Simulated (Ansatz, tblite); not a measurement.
Removing and adding an electron: the cluster SbTe₄ (the lowest doublet isomer of a short search). The state is a doublet with charge 0. Geometry: PBE-D4/def2-SVP. Ansatz, gas phase; energy differences of separate SCF runs; the oxidised species is a singlet (the triplet lies 0.57 eV higher at PBE0-D4/def2-TZVP); the reduced species is a singlet (the triplet lies 0.64 eV higher at PBE0-D4/def2-TZVPD).

Cartesian coordinates in Å:
```
Sb 0.150 -1.834 1.460
Te 0.105 0.890 2.039
Te 0.860 2.017 -0.379
Te -1.094 0.720 -1.801
Te -0.022 -1.792 -1.319
```

In the def2 sets Sb, Te take a core potential; there is no spin–orbit coupling. The xTB rows come from tblite. Correlated methods freeze 20 core orbitals; core or outer-core shells of Sb, Te are correlated, in sets that lack core-valence functions. The rows differ in basis, and correlated rows in double-zeta sets carry the largest basis error. The structure comes from a short search, and lower isomers may exist.

Task: Estimate orbital energies and vertical ionisation energies and electron affinities at: GFN1-xTB; GFN2-xTB; HF/def2-SVP; PBE-D4/def2-TZVP; PBE-D4/def2-TZVPD; r2SCAN-D4/def2-TZVP; r2SCAN-D4/def2-TZVPD; PBE0-D4/def2-TZVP; PBE0-D4/def2-TZVPD; MP2/def2-SVP; CCSD/def2-SVP; CCSD(T)/def2-SVP.

Result: 
```csv
level,−HOMO (eV),vertical IE (eV),−LUMO (eV),vertical EA (eV),HOMO–LUMO gap (eV),IE − EA (eV),remarks
GFN1-xTB,–,11.11,–,5.25,–,5.85,–
GFN2-xTB,–,10.99,–,–,–,–,–
HF/def2-SVP,–,7.11,–,–,–,–,–
PBE-D4/def2-TZVP,4.62,6.74,3.97,–,0.64,–,–
PBE-D4/def2-TZVPD,4.64,–,3.99,2.04,0.64,–,–
r2SCAN-D4/def2-TZVP,4.91,6.97,3.81,–,1.10,–,–
r2SCAN-D4/def2-TZVPD,4.92,–,3.82,2.02,1.10,–,–
PBE0-D4/def2-TZVP,5.55,7.03,3.31,–,2.25,–,–
PBE0-D4/def2-TZVPD,5.57,–,3.32,2.03,2.24,–,–
MP2/def2-SVP,–,6.76,–,–,–,–,–
CCSD/def2-SVP,–,6.83,–,–,–,–,large T1 (0.025) (+1 singlet)
CCSD(T)/def2-SVP,–,6.65,–,–,–,–,large T1 (0.025) (+1 singlet)
```

   HOMO and LUMO are the levels of the spin that leaves or enters (xTB has no such levels and no spin-polarisation term). Other spin states of the ions may lie lower, which would lower the ionisation energy or raise the affinity. Raw xTB energy differences between charge states are shifted by several eV; the methods need an empirical correction for them.
